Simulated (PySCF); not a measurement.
Isomers of C6H5F3O, mass 150.029 u with the commonest isotopes. The calculation used PBE0/pcSseg-1 in PySCF (dipole) on a GFN2-xTB geometry, gas phase. One conformer each, none proved a minimum here; rigid rotors.

Question: Order these by rotational constant C, smallest first.
A. `[CH2:1]=[CH:2][C:3]1([O:4][C:5]([F:6])([F:7])[F:8])[CH:9]=[CH:10]1` with C1–C2–C3–O4 -3°, C2–C3–O4–C5 -98°
B. `FC(F)(F)C1=CCC=CO1`
C. `[F:1][C:2]([F:3])([F:4])[CH2:5][c:6]1[cH:7][cH:8][o:9][cH:10]1` with C2–C5–C6–C7 87°
D. `[CH2:1]=[CH:2][C:3](=[CH2:4])[C:5](=[O:6])[C:7]([F:8])([F:9])[F:10]` with C1–C2–C3–C4 180°, C2–C3–C5–O6 0°
E. `C=C1C[C@H](F)C(=C(F)F)O1`

Answer: E (729.3 MHz), C (753.4 MHz), D (788.5 MHz), B (811.2 MHz), A (942.0 MHz).

Question: Order these by radius of gyration √(Σ m r²/M), largest first.
A. `[CH2:1]=[CH:2][C:3](=[CH2:4])[C:5](=[O:6])[C:7]([F:8])([F:9])[F:10]` with C1–C2–C3–C4 180°, C2–C3–C5–O6 0°
B. `FC(F)(F)C1=CCC=CO1`
C. `[CH2:1]=[CH:2][C:3]1([O:4][C:5]([F:6])([F:7])[F:8])[CH:9]=[CH:10]1` with C1–C2–C3–O4 -3°, C2–C3–O4–C5 -98°
D. `[F:1][C:2]([F:3])([F:4])[CH2:5][c:6]1[cH:7][cH:8][o:9][cH:10]1` with C2–C5–C6–C7 87°
E. `C=C1C[C@H](F)C(=C(F)F)O1`

Answer: D (2.203 Å), E (2.180 Å), A (2.137 Å), B (2.111 Å), C (1.993 Å).

Question: Order these by dipole moment, largest first.
A. `C=C1C[C@H](F)C(=C(F)F)O1`
B. `[F:1][C:2]([F:3])([F:4])[CH2:5][c:6]1[cH:7][cH:8][o:9][cH:10]1` with C2–C5–C6–C7 87°
C. `[F:1][C:2]1=[C:3]([CH:4]([F:5])[F:6])[CH2:7][CH:8]=[CH:9][O:10]1` with C2–C3–C4–F5 122°
D. `FC(F)(F)C1=CCC=CO1`
E. `[CH2:1]=[CH:2][C:3](=[CH2:4])[C:5](=[O:6])[C:7]([F:8])([F:9])[F:10]` with C1–C2–C3–C4 180°, C2–C3–C5–O6 0°

Answer: D (3.43 D), E (3.23 D), A (2.86 D), C (2.46 D), B (2.11 D).

```
                  SMILES  point group  Ia (u·Å²)  Ib (u·Å²)  Ic (u·Å²)      κ  μa (D)  μb (D)  μc (D)
C=C1C[C@H](F)C(=C(F)F)O1           C1     237.49     495.20     692.95  -0.58    2.10    0.87    1.73
        FC(F)(F)Cc1ccoc1           C1     155.48     629.50     670.77  -0.96    1.31    0.32    1.62
   C=CC(=C)C(=O)C(F)(F)F           Cs     209.09     520.44     640.90  -0.78    1.96    2.56    0.00
    C=CC1(OC(F)(F)F)C=C1           C1     252.68     402.75     536.49  -0.41    2.97    1.31    0.37
      FC1=C(C(F)F)CC=CO1           Cs     240.21     483.72     631.98  -0.62    2.13    1.22    0.00
      FC(F)(F)C1=CCC=CO1           Cs     182.28     531.64     622.98  -0.86    3.25    1.11    0.00
```
